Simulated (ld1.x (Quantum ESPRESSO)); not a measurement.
# Before and after: RRKJ potential for Ti

ld1.x (Quantum ESPRESSO) 7.5 input, shortened:

```
&input
   title='Ti', zed=22., rel=2, dft='PBE', iswitch=3,
   config='[Ar] 3d2 4s1.75 4p0.25', rel_dist='average'
 /
 &inputp
   pseudotype=2, tm=.false., rho0=0.01, lloc=2,
   nlcc=.false.
 /
3
4S  1  0   1.75   0.00  2.95  2.95  0.0
3P  2  1   6.00   0.00  0.95  0.95  0.0
3D  3  2   2.00   0.00  1.80  1.80  0.0
 &test
   configts(1)='3p6 3d2 4s1.75 4p0.25'
 /
```

Open shells are filled in proportion to 2j + 1 (rel_dist='average').

Occupied shells without a wave of their own: 4p. They enter only through the test configuration that unscreens the potential.

All-electron outer shells of the reference configuration (PBE, scalar-relativistic, ld1.x):

| shell | level (eV) | outermost node (bohr) | outermost maximum (bohr) |
| --- | --- | --- | --- |
| 2p | -444.60 | – | 0.22 |
| 3s | -62.98 | 0.40 | 0.87 |
| 3p | -39.21 | 0.37 | 0.90 |
| 4s | -4.67 | 1.24 | 2.92 |
| 3d | -4.58 | – | 0.98 |
| 4p | -1.63 | 1.39 | 3.80 |

Change: wave 4s (bound): rc 2.95 bohr becomes 4s (bound): rc 3.66 bohr.

Cutoffs: the cutoffs (Ry, on a coarse ladder) from which the occupation-weighted sum of valence levels, in a spherical-Bessel basis at the reference potential, stays within 10 and 1 mRy of its value at 400 Ry; they do not see the model core or the augmentation charge, which bear on the density cutoff. Errors are all-electron minus pseudo energies relative to the spin-unpolarised reference configuration.

Question: Predict the effect on cutoff, ghosts and configuration errors.

Answer: The potential gets neither clearly harder nor softer (140 Ry and 180 Ry → 140 Ry and 180 Ry); both files keep a bound ghost (s); of the 7 tests that both files solve, the error grows in 2 and shrinks in 2 by more than 15 % and 0.3 meV (median size 31.0 → 21.9 meV).

```csv
quantity,base,changed
"cutoff, loose",140 Ry,140 Ry
"cutoff, tight",180 Ry,180 Ry
loose cutoff by channel (10 mRy a level),"s 12 Ry, p 100 Ry, d 55 Ry","s 8 Ry, p 100 Ry, d 55 Ry"
bound ghosts,s,s
"largest miss of a reference level, eV",0.06,0.06
"error for 3p6 3d2 4s2 4p0, meV [ΔE -0.75 eV]",+15,+14
"error for 3p6 3d2 4s1 4p0, meV [ΔE 6.59 eV]",+31,+30
"error for 3p6 3d2 4s0 4p0, meV [ΔE 20.16 eV]",+61,+12
"error for 3p6 3d2 4s1.5 4p0, meV [ΔE 2.18 eV]",+22,+22
"error for 3p6 3d2 4s0 4p2, meV [ΔE 5.53 eV]",-140,-170
"error for 3p6 3d1 4s0 4p0, meV [ΔE 47.11 eV]",+182,-76
"error for 3p6 3d2.5 4s1.5 4p0, meV [ΔE -0.40 eV]",+7.8,+21
```

 A true bound ghost makes a file unfit for plane-wave use even where its test errors are small: the radial tests pick states by their node count and pass the ghost by.
